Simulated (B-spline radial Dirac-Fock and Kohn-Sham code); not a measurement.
**Levels of muonic ¹⁷⁰Er**

Nucleus: ¹⁷⁰Er, Fermi distribution (skin thickness 2.3 fm), rms radius 5.2789 fm (measured, Angeli and Marinova 2013).

Input of the calculation (task.json; shells as n, l, electrons):

```json
{"items": [{
  "Z": 68,
  "q": 0,
  "cfg": [[1, 0, 2], [2, 0, 2], [2, 1, 6], [3, 0, 2], [3, 1, 6], [3, 2, 10], [4, 0, 2], [4, 1, 6], [4, 2, 10], [4, 3, 12], [5, 0, 2], [5, 1, 6], [6, 0, 2]],
  "A": 170,
  "rrms": 5.2789,
  "do": "muonic",
  "nuclei": [[170, 169.935472, 5.2789, "measured", "fermi"]]
}]}
```

Launch: `python xray2_run.py task.json out`

These are calculated numbers from an atomic code on a B-spline grid; the model is the Dirac equation of a negative muon with reduced mass in the field of a spherical finite nucleus, with the Uehling potential to all orders; nuclear polarisation, deformation, hyperfine structure, self-energy, higher-order vacuum polarisation, relativistic recoil and electron screening are left out. For strongly deformed nuclei the low levels mix with nuclear rotations, which this model lacks.

| level | binding (keV) | point nucleus, no QED (keV) | vacuum polarisation (keV) | ⟨r⟩ (fm) |
| --- | --- | --- | --- | --- |
| 1s1/2 | 8130 | 13920 | 52.899 | 8.9 |
| 2s1/2 | 2611 | 3538 | 13.670 | 27.9 |
| 2p1/2 | 3347 | 3538 | 21.587 | 18.2 |
| 2p3/2 | 3234 | 3302 | 19.912 | 19.0 |
| 3s1/2 | 1255 | 1546 | 5.064 | 58.3 |
| 3p1/2 | 1480 | 1546 | 6.992 | 45.8 |
| 3p3/2 | 1450 | 1475 | 6.624 | 46.8 |
| 3d3/2 | 1480 | 1475 | 6.301 | 38.2 |
| 3d5/2 | 1460 | 1454 | 6.006 | 39.0 |

Q: By how much does the finite nuclear size lower the 1s binding energy?

A: By 5839 keV, 41.96 % of the point-nucleus value (point value plus vacuum polarisation less the binding energy). The 1s orbit has ⟨r⟩ = 8.9 fm.
